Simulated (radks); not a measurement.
Spherical quantum dot in the effective-mass picture: electrons in a hard-walled sphere of radius 5.25, with a point charge +2 (a donor) at the centre, all in effective atomic units (hartree* = m*/eps^2 hartree, bohr* = eps/m* bohr), one dielectric constant everywhere. Method: non-relativistic Kohn-Sham, LDA (Slater exchange, Perdew-Wang correlation), spin-polarised, spherical densities; computed with a radial shooting solver with Libxc functionals. Levels are named by radial order and angular momentum (1s, 1p, 1d, 2s, ...), and open shells are averaged over m.

N = 38, configuration 1s2 1p6 1d10 2s2 1f14 1g(up 4, down 0). This is the lowest configuration that the search found. Occupied and some empty levels:

| level | occupation | eigenvalue (hartree*) | <r> (bohr*) |
|---|---|---|---|
| 1s up | 1 | 8.4700 | 3.440 |
| 1s down | 1 | 8.4888 | 3.305 |
| 1p up | 3 | 8.5624 | 3.928 |
| 1p down | 3 | 8.5861 | 3.920 |
| 2s up | 1 | 8.6461 | 1.450 |
| 2s down | 1 | 8.6510 | 1.576 |
| 1d up | 5 | 8.7026 | 3.996 |
| 1d down | 5 | 8.7269 | 3.991 |
| 1f up | 7 | 8.9016 | 4.057 |
| 1f down | 7 | 8.9266 | 4.054 |
| 1g up | 4 | 9.1562 | 4.112 |
| 1g down | 0 | 9.1816 | 4.110 |
| 1h up | 0 | 9.4635 | 4.162 |
| 1h down | 0 | 9.4893 | 4.161 |
| 2p up | 0 | 9.5214 | 2.579 |
| 2p down | 0 | 9.5288 | 2.574 |
| 3s up | 0 | 9.5714 | 2.665 |
| 3s down | 0 | 9.5804 | 2.662 |
| 2d up | 0 | 9.9129 | 2.964 |
| 2d down | 0 | 9.9231 | 2.959 |

Energy (hartree*): total 167.516, kinetic 35.880, external -25.023, Hartree 171.23, exchange-correlation -14.567.
